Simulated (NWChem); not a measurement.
Everything below was run with NWChem. System: O2Ti, charge 0, spin multiplicity 1, at a geometry optimised with B3LYP/def2-SVP. The structure started from a generated list of species. Level: PBE/def2-SVP.

Job file:

```
start mol
memory heap 200 mb stack 900 mb global 1100 mb
geometry units angstroms nocenter noautoz noautosym
  Ti     0.000000     0.000000    -0.391185
  O     -1.335396     0.000000     0.537879
  O      1.335396     0.000000     0.537879
end
basis spherical
  * library def2-svp
end
dft
  xc xpbe96 cpbe96
  semidirect memsize 60000000 filesize 0
  iterations 100
end
task dft energy
```

NWChem printed:

```
             Northwest Computational Chemistry Package (NWChem) 7.3.0
             --------------------------------------------------------

                                NWChem Input Module
                                -------------------

 Scaling coordinates for geometry "geometry" by  1.889725989
 (inverse scale =  0.529177249)

                             Geometry "geometry" -> ""
                             -------------------------

 Output coordinates in angstroms (scale by  1.889725989 to convert to a.u.)

  No.       Tag          Charge          X              Y              Z
 ---- ---------------- ---------- -------------- -------------- --------------
    1 Ti                  22.0000     0.00000000     0.00000000    -0.39118500
    2 O                    8.0000    -1.33539600     0.00000000     0.53787900
    3 O                    8.0000     1.33539600     0.00000000     0.53787900

 Effective nuclear repulsion energy (a.u.)     127.1825138414

            Nuclear Dipole moment (a.u.)
            ----------------------------
        X                 Y               Z
 ---------------- ---------------- ----------------
     0.0000000000     0.0000000000    -0.0000113384


 Summary of "ao basis" -> "" (spherical)
 ------------------------------------------------------------------------------
       Tag                 Description            Shells   Functions and Types
 ---------------- ------------------------------  ------  ---------------------
 *                          def2-svp                  on all atoms

  pbe96 is a nonlocal functional; adding pw91lda local functional.

                                 NWChem DFT Module
                                 -----------------

 Summary of "ao basis" -> "ao basis" (spherical)
 ------------------------------------------------------------------------------
       Tag                 Description            Shells   Functions and Types
 ---------------- ------------------------------  ------  ---------------------
 Ti                         def2-svp                11       31   5s3p2d1f
 O                          def2-svp                 6       14   3s2p1d
[...]
     4      0.151341  1 Ti s                  5     -0.107002  1 Ti s

 Vector   19  Occ=2.000000D+00  E=-1.891569D-01
              MO Center= -6.8D-05,  3.8D-10,  5.1D-01, r^2= 2.4D+00
   Bfn.  Coefficient  Atom+Function         Bfn.  Coefficient  Atom+Function
  ----- ------------  ---------------      ----- ------------  ---------------
    37      0.449339  2 O  pz                51     -0.449333  3 O  pz
    40      0.330600  2 O  pz                54     -0.330587  3 O  pz
     9     -0.219648  1 Ti px                12      0.141419  1 Ti px
    18     -0.079300  1 Ti d  1              34      0.068322  2 O  s
    48     -0.068302  3 O  s                  6      0.067290  1 Ti px

 Vector   20  Occ=0.000000D+00  E=-1.129924D-01
              MO Center=  1.2D-04,  1.5D-08, -1.0D+00, r^2= 3.3D+00
   Bfn.  Coefficient  Atom+Function         Bfn.  Coefficient  Atom+Function
  ----- ------------  ---------------      ----- ------------  ---------------
     4      0.667902  1 Ti s                  3     -0.414653  1 Ti s
    14     -0.388501  1 Ti pz                19     -0.319049  1 Ti d  2
     5      0.230707  1 Ti s                 24     -0.208005  1 Ti d  2
    11      0.137657  1 Ti pz                 2      0.082273  1 Ti s
    33     -0.061467  2 O  s                 47     -0.061478  3 O  s

 Vector   21  Occ=0.000000D+00  E=-8.048558D-02
              MO Center= -1.3D-05, -6.8D-09, -5.2D-01, r^2= 1.5D+00
   Bfn.  Coefficient  Atom+Function         Bfn.  Coefficient  Atom+Function
  ----- ------------  ---------------      ----- ------------  ---------------
    16      0.678973  1 Ti d -1              13     -0.395739  1 Ti py
    21      0.360438  1 Ti d -1              10      0.187821  1 Ti py
    36     -0.137680  2 O  py                50     -0.137665  3 O  py
    39     -0.109535  2 O  py                53     -0.109524  3 O  py
     7     -0.056278  1 Ti py

 Vector   22  Occ=0.000000D+00  E=-7.373812D-02
              MO Center= -2.6D-05,  1.1D-09, -5.3D-01, r^2= 1.8D+00
   Bfn.  Coefficient  Atom+Function         Bfn.  Coefficient  Atom+Function
  ----- ------------  ---------------      ----- ------------  ---------------
    17      0.580286  1 Ti d  0              14     -0.403574  1 Ti pz
    22      0.315076  1 Ti d  0              19      0.279196  1 Ti d  2
    11      0.233788  1 Ti pz                 5      0.198222  1 Ti s
    35     -0.168001  2 O  px                49      0.167984  3 O  px
    24      0.163349  1 Ti d  2              38     -0.144907  2 O  px

 center of mass
 --------------
 x =   0.00000000 y =   0.00000000 z =  -0.01860964

 moments of inertia (a.u.)
 ------------------
          58.132512078177           0.000000000000           0.000000000000
           0.000000000000         261.850608787766           0.000000000000
           0.000000000000           0.000000000000         203.718096709589

     Multipole analysis of the density
     ---------------------------------

     L   x y z        total         alpha         beta         nuclear
     -   - - -        -----         -----         ----         -------
     0   0 0 0     -0.000000    -19.000000    -19.000000     38.000000

     1   1 0 0      0.000231      0.000116      0.000116      0.000000
     1   0 1 0      0.000000      0.000000      0.000000      0.000000
     1   0 0 1     -2.441932     -1.220960     -1.220960     -0.000011

     2   2 0 0    -24.811425    -63.351444    -63.351444    101.891463
     2   1 1 0     -0.000000     -0.000000     -0.000000      0.000000
     2   1 0 1     -0.000400     -0.000200     -0.000200      0.000000
     2   0 2 0    -15.905822     -7.952911     -7.952911      0.000000
     2   0 1 1      0.000000      0.000000      0.000000      0.000000
     2   0 0 2    -16.329343    -22.441048    -22.441048     28.552754

 Task  times  cpu:       13.5s     wall:       13.5s

 Total times  cpu:       13.6s     wall:       13.6s
```
